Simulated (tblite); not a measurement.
Parent: `[CH3:1][S:2][CH2:3][SiH2:4][SiH2:5][F:6]` with C1–S2–C3–Si4 -179°, S2–C3–Si4–Si5 60°, C3–Si4–Si5–F6 168°, C2H9FSSi2.

The geometries are computed with GFN2-xTB (gas phase). One conformer each, not checked by frequencies here.

```csv
coordinate of the parent,value
C1–S2,1.816 Å
S2–C3,1.818 Å
C3–Si4,1.910 Å
Si4–Si5,2.307 Å
Si5–F6,1.617 Å
C1–S2–C3,99.3°
S2–C3–Si4,110.0°
C3–Si4–Si5,110.0°
Si4–Si5–F6,105.9°
```

Problem. How does the shared frame change in `[CH3:1][CH2:2][Si@H:3]([CH2:4][S:5][CH3:6])[SiH2:7][F:8]` with C1–C2–Si3–C4 -177°, C2–Si3–C4–S5 149°, Si3–C4–S5–C6 66°, C2–Si3–Si7–F8 114°, C4H13FSSi2? Atoms pair as C1 = C6, S2 = S5, C3 = C4, Si4 = Si3, Si5 = Si7, F6 = F8 (parent first).

Solution. 
```tsv
parent	relative	value in the relative	change
C1–S2	C6–S5	1.812 Å	-0.004
S2–C3	S5–C4	1.823 Å	+0.005
C3–Si4	C4–Si3	1.920 Å	+0.010
Si4–Si5	Si3–Si7	2.321 Å	+0.014
Si5–F6	Si7–F8	1.619 Å	+0.002
C1–S2–C3	C6–S5–C4	100.4°	+1.1
S2–C3–Si4	S5–C4–Si3	112.8°	+2.8
C3–Si4–Si5	C4–Si3–Si7	112.3°	+2.3
Si4–Si5–F6	Si3–Si7–F8	108.4°	+2.5
```

Of the parent's bonds, Si4–Si5 changes most (+0.014 Å). Bonds of the relative outside the shared frame: C1–C2 1.523, C2–Si3 1.909 Å. Point group C1 → C1.

Problem. How does the shared frame change in `[CH3:1][S:2][CH2:3][Si@H:4]([SiH2:5][F:6])[CH:7]1[CH2:8][CH2:9]1` with C1–S2–C3–Si4 -176°, S2–C3–Si4–Si5 65°, C3–Si4–Si5–F6 71°, C3–Si4–C7–C8 -102°, C5H13FSSi2? Atoms pair as C1 = C1, S2 = S2, C3 = C3, Si4 = Si4, Si5 = Si5, F6 = F6 (parent first).

Solution. 
```
    parent    relative  value in the relative  change
     C1–S2       C1–S2                1.816 Å   0.000
     S2–C3       S2–C3                1.820 Å  +0.002
    C3–Si4      C3–Si4                1.918 Å  +0.008
   Si4–Si5     Si4–Si5                2.315 Å  +0.008
    Si5–F6      Si5–F6                1.618 Å  +0.001
  C1–S2–C3    C1–S2–C3                  99.1°    -0.2
 S2–C3–Si4   S2–C3–Si4                 110.4°    +0.4
C3–Si4–Si5  C3–Si4–Si5                 111.8°    +1.8
Si4–Si5–F6  Si4–Si5–F6                 107.0°    +1.1
```

Of the parent's bonds, C3–Si4 and Si4–Si5 change most and about equally (+0.008 Å). Bonds of the relative outside the shared frame: Si4–C7 1.886, C7–C8 1.504, C8–C9 1.491, C7–C9 1.503 Å. Point group C1 → C1.

Problem. How does the shared frame change in `[CH3:1][S:2][CH2:3][Si@@H:4]([SiH2:5][F:6])[CH:7]([F:8])[F:9]` with C1–S2–C3–Si4 -177°, S2–C3–Si4–Si5 -176°, C3–Si4–Si5–F6 -61°, C3–Si4–C7–F8 176°, C3H9F3SSi2? Atoms pair as C1 = C1, S2 = S2, C3 = C3, Si4 = Si4, Si5 = Si5, F6 = F6 (parent first).

Solution. 
```csv
parent,relative,value in the relative,change
C1–S2,C1–S2,1.817 Å,+0.001
S2–C3,S2–C3,1.828 Å,+0.010
C3–Si4,C3–Si4,1.913 Å,+0.003
Si4–Si5,Si4–Si5,2.317 Å,+0.010
Si5–F6,Si5–F6,1.617 Å,0.000
C1–S2–C3,C1–S2–C3,98.7°,-0.6
S2–C3–Si4,S2–C3–Si4,110.9°,+0.9
C3–Si4–Si5,C3–Si4–Si5,113.1°,+3.1
Si4–Si5–F6,Si4–Si5–F6,105.4°,-0.5
```

Of the parent's bonds, S2–C3 and Si4–Si5 change most and about equally (+0.010 Å). Bonds of the relative outside the shared frame: Si4–C7 1.943, C7–F8 1.364, C7–F9 1.368 Å. Point group C1 → C1.

Problem. How does the shared frame change in `[CH:1]#[C:2][Si@H:3]([CH2:4][S:5][CH3:6])[SiH2:7][F:8]` with C2–Si3–C4–S5 176°, Si3–C4–S5–C6 -78°, C2–Si3–Si7–F8 -65°, C4H9FSSi2? Atoms pair as C1 = C6, S2 = S5, C3 = C4, Si4 = Si3, Si5 = Si7, F6 = F8 (parent first).

Solution. 
```json
{"parent": "C1–S2", "relative": "C6–S5", "value in the relative": "1.813 Å", "change": "-0.003"}
{"parent": "S2–C3", "relative": "S5–C4", "value in the relative": "1.824 Å", "change": "+0.006"}
{"parent": "C3–Si4", "relative": "C4–Si3", "value in the relative": "1.915 Å", "change": "+0.005"}
{"parent": "Si4–Si5", "relative": "Si3–Si7", "value in the relative": "2.310 Å", "change": "+0.003"}
{"parent": "Si5–F6", "relative": "Si7–F8", "value in the relative": "1.616 Å", "change": "-0.001"}
{"parent": "C1–S2–C3", "relative": "C6–S5–C4", "value in the relative": "100.1°", "change": "+0.8"}
{"parent": "S2–C3–Si4", "relative": "S5–C4–Si3", "value in the relative": "112.1°", "change": "+2.1"}
{"parent": "C3–Si4–Si5", "relative": "C4–Si3–Si7", "value in the relative": "110.3°", "change": "+0.3"}
{"parent": "Si4–Si5–F6", "relative": "Si3–Si7–F8", "value in the relative": "105.7°", "change": "-0.2"}
```

Of the parent's bonds, S2–C3 and C3–Si4 change most and about equally (+0.005 to +0.006 Å). Bonds of the relative outside the shared frame: C1≡C2 1.203, C2–Si3 1.856 Å. Point group C1 → C1.

Problem. How does the shared frame change in `[CH3:1][S:2][CH2:3][Si@@H:4]([CH2:5][F:6])[SiH2:7][F:8]` with C1–S2–C3–Si4 -166°, S2–C3–Si4–C5 -59°, C3–Si4–C5–F6 173°, C3–Si4–Si7–F8 88°, C3H10F2SSi2? Atoms pair as C1 = C1, S2 = S2, C3 = C3, Si4 = Si4, Si5 = Si7, F6 = F8 (parent first).

Solution. 
```json
{"parent": "C1–S2", "relative": "C1–S2", "value in the relative": "1.816 Å", "change": "0.000"}
{"parent": "S2–C3", "relative": "S2–C3", "value in the relative": "1.824 Å", "change": "+0.006"}
{"parent": "C3–Si4", "relative": "C3–Si4", "value in the relative": "1.918 Å", "change": "+0.008"}
{"parent": "Si4–Si5", "relative": "Si4–Si7", "value in the relative": "2.318 Å", "change": "+0.011"}
{"parent": "Si5–F6", "relative": "Si7–F8", "value in the relative": "1.618 Å", "change": "+0.001"}
{"parent": "C1–S2–C3", "relative": "C1–S2–C3", "value in the relative": "99.2°", "change": "-0.1"}
{"parent": "S2–C3–Si4", "relative": "S2–C3–Si4", "value in the relative": "110.3°", "change": "+0.3"}
{"parent": "C3–Si4–Si5", "relative": "C3–Si4–Si7", "value in the relative": "112.9°", "change": "+2.9"}
{"parent": "Si4–Si5–F6", "relative": "Si4–Si7–F8", "value in the relative": "106.2°", "change": "+0.3"}
```

Of the parent's bonds, Si4–Si5 changes most (+0.011 Å). Bonds of the relative outside the shared frame: Si4–C5 1.924, C5–F6 1.384 Å. Point group C1 → C1.
